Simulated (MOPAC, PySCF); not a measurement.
[Hf(F)4], neutral singlet in the gas phase. 

Cartesian coordinates (Å):
```xyz
5

Hf     0.0000     0.0000     0.0000
F      1.0553    -0.6873    -1.4431
F     -0.3082     1.8711    -0.2692
F     -1.6781    -0.9214     0.0591
F      0.9310    -0.2624     1.6531
```
Charge 0, multiplicity 1.

All levels are single points at this geometry (PBE-D3(BJ)/def2-SVP); Pople sets use spherical d functions. Orbital energies aren't observables, and empty levels follow the basis.

PM6 in MOPAC gives HOMO (eV) = -13.41.

Question: Estimate the HOMO (eV) from each of these levels: B3LYP-D3(BJ)/def2-TZVP in PySCF; PBE-D3(BJ)/def2-TZVP in PySCF; TPSSh-D3(BJ)/def2-TZVP in PySCF; B3LYP/6-311+G** (LANL2DZ on Hf) in PySCF; B3LYP/6-31G* (LANL2DZ on Hf) in PySCF; B3LYP/LANL2DZ in PySCF; BP86/6-31G* (LANL2DZ on Hf) in PySCF; M06-2X/6-31G* (LANL2DZ on Hf) in PySCF; PBE/6-31G* (LANL2DZ on Hf) in PySCF; SVWN5/6-31G* (LANL2DZ on Hf) in PySCF; HF/6-31G* (LANL2DZ on Hf) in PySCF; PM7 in MOPAC.

Answer: 
| level | HOMO (eV) |
|---|---|
| B3LYP-D3(BJ)/def2-TZVP in PySCF | -11.85 |
| PBE-D3(BJ)/def2-TZVP in PySCF | -10.09 |
| TPSSh-D3(BJ)/def2-TZVP in PySCF | -11.01 |
| B3LYP/6-311+G** (LANL2DZ on Hf) in PySCF | -12.14 |
| B3LYP/6-31G* (LANL2DZ on Hf) in PySCF | -11.40 |
| B3LYP/LANL2DZ in PySCF | -12.01 |
| BP86/6-31G* (LANL2DZ on Hf) in PySCF | -9.78 |
| M06-2X/6-31G* (LANL2DZ on Hf) in PySCF | -13.82 |
| PBE/6-31G* (LANL2DZ on Hf) in PySCF | -9.65 |
| SVWN5/6-31G* (LANL2DZ on Hf) in PySCF | -9.91 |
| HF/6-31G* (LANL2DZ on Hf) in PySCF | -17.31 |
| PM7 in MOPAC | -15.81 |
